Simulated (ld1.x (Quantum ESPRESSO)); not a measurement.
**Reading a pseudo-wave (O (Z = 8))**

Columns: radius, all-electron u(r) and pseudo u(r) of the 2s shell (level -39.48 eV) of oxygen in the configuration [He] 2s2 2p3; PBEsol, scalar-relativistic, TM scheme, ld1.x (Quantum ESPRESSO) 7.5.

```csv
r (bohr),all-electron,pseudo
0.055,0.3668,-0.0518
0.110,0.4385,-0.1057
0.165,0.3535,-0.1640
0.220,0.1928,-0.2288
0.275,0.0035,-0.3021
0.330,-0.1871,-0.3850
0.385,-0.3641,-0.4769
0.440,-0.5201,-0.5749
0.495,-0.6523,-0.6736
0.550,-0.7599,-0.7658
0.605,-0.8440,-0.8450
0.660,-0.9067,-0.9067
0.715,-0.9501,-0.9501
0.770,-0.9769,-0.9769
0.825,-0.9895,-0.9895
0.880,-0.9902,-0.9902
0.935,-0.9811,-0.9811
0.990,-0.9641,-0.9641
1.045,-0.9409,-0.9409
1.100,-0.9127,-0.9127
1.155,-0.8809,-0.8809
1.210,-0.8464,-0.8464
1.265,-0.8101,-0.8101
1.320,-0.7727,-0.7727
1.375,-0.7348,-0.7348
1.430,-0.6969,-0.6969
```

**Question.** How many radial nodes do the two functions have?

**Answer.** The all-electron 2s function has n − l − 1 = 1; the pseudo-wave has 0, since the states of the same l below it are removed with the core.

**Question.** At about which radius was the pseudo-wave matched?

**Answer.** 0.75 bohr. The columns agree to 0.0005 from 0.66 bohr on; several derivatives are matched, so the curves merge somewhat inside the radius.

**Question.** Is the pseudo-wave norm-conserving?

**Answer.** Yes: the TM scheme keeps the norm inside the radius equal to the all-electron one, which fixes the energy derivative of the logarithmic derivative at the level.
